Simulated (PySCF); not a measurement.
Compound: C5H5O3S (charge -1).
Atom-mapped SMILES: `[O:1]=[S:2](=[O:3])([O-:4])[C:5]1=[CH:6][CH:7]=[CH:8][CH2:9]1` (hydrogens: H10 on C6; H11 on C7; H12 on C8; H13, H14 on C9)

Geometry (PBE0-D3(BJ)/def2-SVP, Å), atoms numbered from 1 in this order:
```xyz
14
C5H5O3S angstrom
O      2.7404   -1.2813   -0.0353
S      2.1877    0.0824   -0.1485
O      2.5064    0.9808    0.9835
O      2.3503    0.7112   -1.4781
C      0.4204   -0.1224   -0.0135
C     -0.2822   -1.2605    0.1784
C     -1.7065   -0.9294    0.2256
C     -1.8705    0.4043    0.0624
C     -0.5215    1.0327   -0.1048
H      0.1662   -2.2491    0.2795
H     -2.5103   -1.6572    0.3700
H     -2.8178    0.9474    0.0502
H     -0.2781    1.7803    0.6709
H     -0.3900    1.5458   -1.0744
```

Level: B3LYP/def2-SVPD in PySCF, non-relativistic, on one gas-phase PBE0-D3(BJ)/def2-SVP geometry that isn't relaxed in the solvent. The solvent is an IEF-PCM continuum (cavity from Bondi-type radii × 1.2). Only the electrostatic response of the medium enters.

Gas phase at B3LYP/def2-SVPD: HOMO -2.34 eV, LUMO 2.33 eV.

Problem. What does the continuum do to the energy and the frontier levels at B3LYP/def2-SVPD in dichloromethane?

Solution. 
```
        solvent     ε  E(solvent) − E(gas) (kcal/mol)  polarisation term (kcal/mol)  distortion of the solute (kcal/mol)  HOMO (eV)  LUMO (eV)
dichloromethane  8.93                          -54.78                        -58.23                                 3.45      -5.87      -0.71
```

The first energy column is the sum of the next two and covers electrostatics alone. The atom shares or the degeneracy of the HOMO differ from the gas phase in dichloromethane, so that column needn't follow one orbital.

Problem. Which radius a makes Born's formula ΔE = −(q²/2a)(1 − 1/ε) give the value in dichloromethane?

Solution. a = q²(1 − 1/ε)/(2|ΔE|) = 2.69 Å, with q = -1 e and |ΔE| = 0.0873 Eh; the farthest nucleus lies 3.03 Å from the centroid of the nuclei. The formula assumes a point charge at the centre of a sphere.

Problem. How does the static polarisability (B3LYP/def2-SVPD, frozen core, with the continuum's full static response) change?

Solution. 
```
         medium  isotropic (au)  principal values (au)  ⟨r²⟩ of the electrons (bohr²)
            gas            95.4      72.0, 96.5, 117.9                         1299.3
dichloromethane           122.4     93.6, 128.4, 145.3                         1295.7
```

The isotropic value in dichloromethane is 1.28 times the gas-phase one; no cavity-field correction is applied. ⟨r²⟩ is taken about the centre of nuclear charge.
